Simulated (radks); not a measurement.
Results of a calculation; reference values are marked as such.
Problem. The table gives one normalised radial function P(r) = r R(r) (large component) of Rh36+ in [He] 2s2 2p5 (r in bohr). Code: a radial shooting solver on a logarithmic mesh with Libxc functionals. Model: Dirac Kohn-Sham, BLYP, spin-unpolarised, spherical densities, finite nucleus; open shells are shared between the two j in proportion to 2j + 1; Fermi nuclear charge, rms radius 4.4945 fm.

| r | P |
|---|---|
| 0.001351 | 0.3045 |
| 0.001487 | 0.3312 |
| 0.001637 | 0.3601 |
| 0.001802 | 0.3912 |
| 0.001983 | 0.4247 |
| 0.002183 | 0.4606 |
| 0.002403 | 0.4990 |
| 0.002645 | 0.5401 |
| 0.002911 | 0.5838 |
| 0.003205 | 0.6302 |
| 0.003528 | 0.6793 |
| 0.003883 | 0.7310 |
| 0.004274 | 0.7853 |
| 0.004705 | 0.8418 |
| 0.005179 | 0.9003 |
| 0.005701 | 0.9605 |
| 0.006275 | 1.0218 |
| 0.006908 | 1.0836 |
| 0.007604 | 1.1450 |
| 0.00837 | 1.2051 |
| 0.009213 | 1.2626 |
| 0.01014 | 1.3160 |
| 0.01116 | 1.3637 |
| 0.01229 | 1.4036 |
| 0.01353 | 1.4336 |
| 0.01489 | 1.4511 |
| 0.01639 | 1.4534 |
| 0.01804 | 1.4374 |
| 0.01986 | 1.4001 |
| 0.02186 | 1.3383 |
| 0.02387 | 1.2574 |
| 0.02628 | 1.1400 |
| 0.02892 | 0.9898 |
| 0.03184 | 0.8051 |
| 0.03505 | 0.5849 |
| 0.03858 | 0.3296 |
| 0.04246 | 0.0412 |
| 0.04674 | -0.2764 |
| 0.05145 | -0.6173 |
| 0.05664 | -0.9733 |
| 0.06234 | -1.3338 |
| 0.06862 | -1.6865 |
| 0.07554 | -2.0168 |
| 0.08315 | -2.3098 |
| 0.09153 | -2.5503 |
| 0.1007 | -2.7246 |
| 0.1109 | -2.8216 |
| 0.1221 | -2.8343 |
| 0.1344 | -2.7611 |
| 0.1479 | -2.6063 |
| 0.1628 | -2.3807 |
| 0.1792 | -2.1003 |
| 0.1973 | -1.7856 |
| 0.2172 | -1.4588 |
| 0.239 | -1.1417 |
| 0.2631 | -0.8529 |
| 0.2896 | -0.6057 |
| 0.3188 | -0.4070 |
| 0.3509 | -0.2576 |
| 0.3863 | -0.1528 |
| 0.4252 | -0.0845 |
| 0.4681 | -0.0434 |

Which n and l does it have? It may be an empty orbital.

Solution. n = 2, l = 0: the number of nodes gives n - l - 1 = 1, the rise at small r points to l (this Dirac orbital starts outside the nucleus as r^gamma with gamma = sqrt((l + 1)^2 - (Z/c)^2) = 0.94; the j = 1/2 orbital of l + 1 starts with the same power, but with a smaller coefficient, and then steepens), and the extent must fit the shell. The curve is that of 2s1/2. 2s1/2: eigenvalue -5471.8 eV, 1 radial node at r = 0.0430 bohr, <r> = 0.138 bohr, 90 % of the charge inside 0.212 bohr.
